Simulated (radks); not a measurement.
Species: K4+. Configuration: [Ne] 3s2 3p3. Method: Dirac Kohn-Sham, PBE, spin-unpolarised, spherical densities, point nucleus; open shells are shared between the two j in proportion to 2j + 1; speed of light set to 13703.6 atomic units (100 times the physical value, a model run); computed with a radial shooting solver on a logarithmic mesh with Libxc functionals.

Normalised radial functions P(r) = r R(r) (large component), r in bohr:

r,3p1/2
0.004207,0.0014
0.005981,0.0027
0.008505,0.0053
0.01209,0.0104
0.01706,0.0198
0.02426,0.0373
0.03449,0.0686
0.04904,0.1212
0.06917,0.2004
0.09836,0.3103
0.1399,0.4295
0.1989,0.5012
0.2805,0.4341
0.3989,0.1424
0.5672,-0.3465
0.8064,-0.8197
1.147,-0.9725
1.617,-0.7065
2.3,-0.2971
3.27,-0.0620

3p1/2: eigenvalue -71.417 eV, 1 radial node at r = 0.447 bohr, <r> = 1.24 bohr, 90 % of the charge inside 1.87 bohr.
